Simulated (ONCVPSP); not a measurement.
**An all-electron radial function and its pseudo partner (B)**

Columns: radius, all-electron u(r) and pseudo u(r) of the 2s shell (level -19.51 eV) of boron in the configuration [He] 2s2; PBE, scalar-relativistic, ONCV scheme, ONCVPSP 4.0.1.

```json
{"r (bohr)": "0.053", "all-electron": "-0.2011", "pseudo": "0.0195"}
{"r (bohr)": "0.105", "all-electron": "-0.3017", "pseudo": "0.0397"}
{"r (bohr)": "0.158", "all-electron": "-0.3359", "pseudo": "0.0621"}
{"r (bohr)": "0.210", "all-electron": "-0.3237", "pseudo": "0.0860"}
{"r (bohr)": "0.262", "all-electron": "-0.2812", "pseudo": "0.1117"}
{"r (bohr)": "0.315", "all-electron": "-0.2177", "pseudo": "0.1398"}
{"r (bohr)": "0.368", "all-electron": "-0.1419", "pseudo": "0.1702"}
{"r (bohr)": "0.420", "all-electron": "-0.0613", "pseudo": "0.2028"}
{"r (bohr)": "0.473", "all-electron": "0.0232", "pseudo": "0.2392"}
{"r (bohr)": "0.525", "all-electron": "0.1054", "pseudo": "0.2780"}
{"r (bohr)": "0.578", "all-electron": "0.1866", "pseudo": "0.3197"}
{"r (bohr)": "0.630", "all-electron": "0.2623", "pseudo": "0.3614"}
{"r (bohr)": "0.683", "all-electron": "0.3344", "pseudo": "0.4036"}
{"r (bohr)": "0.735", "all-electron": "0.3996", "pseudo": "0.4446"}
{"r (bohr)": "0.788", "all-electron": "0.4604", "pseudo": "0.4861"}
{"r (bohr)": "0.840", "all-electron": "0.5144", "pseudo": "0.5270"}
{"r (bohr)": "0.893", "all-electron": "0.5641", "pseudo": "0.5686"}
{"r (bohr)": "0.945", "all-electron": "0.6073", "pseudo": "0.6083"}
{"r (bohr)": "0.998", "all-electron": "0.6458", "pseudo": "0.6459"}
{"r (bohr)": "1.050", "all-electron": "0.6784", "pseudo": "0.6784"}
{"r (bohr)": "1.102", "all-electron": "0.7059", "pseudo": "0.7059"}
{"r (bohr)": "1.155", "all-electron": "0.7291", "pseudo": "0.7291"}
{"r (bohr)": "1.208", "all-electron": "0.7477", "pseudo": "0.7477"}
{"r (bohr)": "1.260", "all-electron": "0.7616", "pseudo": "0.7616"}
{"r (bohr)": "1.313", "all-electron": "0.7719", "pseudo": "0.7719"}
{"r (bohr)": "1.365", "all-electron": "0.7784", "pseudo": "0.7783"}
```

Question: How many radial nodes do the two functions have?

Answer: The all-electron 2s function has n − l − 1 = 1; the pseudo-wave has 0, since the states of the same l below it are removed with the core.

Question: At about which radius was the pseudo-wave matched?

Answer: 1.05 bohr, where the columns begin to agree (steps of 0.05 bohr).

Question: Is the pseudo-wave norm-conserving?

Answer: Yes: the ONCV scheme keeps the norm inside the radius equal to the all-electron one, which fixes the energy derivative of the logarithmic derivative at the level.
